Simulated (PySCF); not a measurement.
Potential energy curve for Be2, singlet.

- RKS-B3LYP = restricted B3LYP/cc-pVTZ run with PySCF
- RMP2 = MP2 on RHF/cc-pVTZ run with PySCF 2.14.0
- RKS-CAM-B3LYP = restricted CAM-B3LYP/cc-pVTZ in PySCF
- RCCSD = CCSD on RHF/cc-pVTZ in PySCF 2.14.0
- UKS-CAM-B3LYP = unrestricted CAM-B3LYP/cc-pVTZ in PySCF 2.14.0

Energies are in kJ/mol, each relative to the lowest point of its own curve near equilibrium.

| R / Å | RKS-B3LYP | RMP2 | RKS-CAM-B3LYP | RCCSD | UKS-CAM-B3LYP |
|---|---|---|---|---|---|
| 1.89 | 64.0 | 62.9 | 71.6 | 54.6 | 40.0 |
| 2.02 | 31.2 | 29.7 | 37.9 | 24.5 | 14.6 |
| 2.13 | 15.0 | 13.5 | 20.7 | 10.3 | 4.2 |
| 2.28 | 3.8 | 2.9 | 7.7 | 1.6 | 0.0 |
| 2.39 | 0.6 | 0.3 | 3.1 | 0.0 | 1.0 |
| 2.43 | 0.1 | 0.0 | 2.1 | 0.0 | 1.8 |
| 2.52 | 0.0 | 0.1 | 0.6 | 0.6 | 3.9 |
| 2.62 | 0.9 | 0.8 | 0.0 | 1.6 | (withheld) |
| 2.66 | (withheld) | (withheld) | 0.0 | 2.1 | 7.1 |
| 2.76 | 3.1 | 2.3 | 0.2 | 3.2 | 8.6 |
| 2.89 | 5.4 | 3.6 | 0.8 | 4.3 | (withheld) |
| 3.09 | 8.8 | 5.2 | 1.8 | 5.2 | 10.5 |
| 3.41 | 12.9 | 6.9 | 3.1 | 5.3 | 11.8 |
| 3.74 | 15.4 | (withheld) | 3.9 | 4.9 | 12.6 |
| 4.13 | 16.9 | 8.6 | 4.4 | 4.6 | 13.1 |
| 4.53 | 17.6 | 9.2 | 4.7 | 4.5 | 13.4 |
| 5.06 | 17.9 | 9.8 | 4.9 | 4.6 | 13.6 |
| 5.51 | 17.9 | 10.3 | 4.9 | 4.9 | 13.6 |
| 6.19 | 17.8 | 10.8 | 4.9 | 5.2 | 13.6 |
| 6.80 | (withheld) | 11.0 | 4.9 | 5.5 | 13.6 |
| 7.46 | 17.6 | 11.2 | 4.9 | 5.6 | 13.5 |

Q: Some entries are withheld; supply them.

A: 
- 2.62, UKS-CAM-B3LYP: 6.3
- 2.66, RKS-B3LYP: 1.4
- 2.66, RMP2: 1.2
- 2.89, UKS-CAM-B3LYP: 9.4
- 3.74, RMP2: 7.8
- 6.80, RKS-B3LYP: 17.7

The unrestricted determinant behind UKS-CAM-B3LYP is spin-contaminated at 1.89 to 2.76 Å (<S²> up to 0.8, against 0.00 for a pure singlet).
